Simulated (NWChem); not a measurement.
Species: SnCl$_{3}$ cation; SMILES [Cl][Sn+]([Cl])[Cl]

All runs: NWChem. Medium grid unless said otherwise, to which SCAN and Minnesota functionals are sensitive. Structure relaxed at the PBE0/def2-SVP level. def2 effective core potentials on Sn; no spin-orbit coupling. Total energies of different functionals are on different scales.

```
level                                 energy (Ha)  highest occupied level (eV)  orbital gap (eV)
------------------------------------  -----------  ---------------------------  ----------------
B3LYP/def2-SVP                         -1594.3610                       -14.79              4.80
PBE/def2-SVP                           -1593.6904                       -13.68              3.09
revPBE/def2-SVP                        -1594.0474                       -13.65              3.13
BHandHLYP/def2-SVP                     -1594.1801                       -16.41              7.58
B97-D/def2-SVP                         -1594.7428                       -13.70              3.03
SCAN/def2-SVP                          -1594.4122                       -14.15              3.47
LDA (Slater exchange, PW92)/def2-SVP   -1589.4527                       -13.78              2.96
OLYP/def2-SVP                          -1594.5463                       -13.56              3.15
```
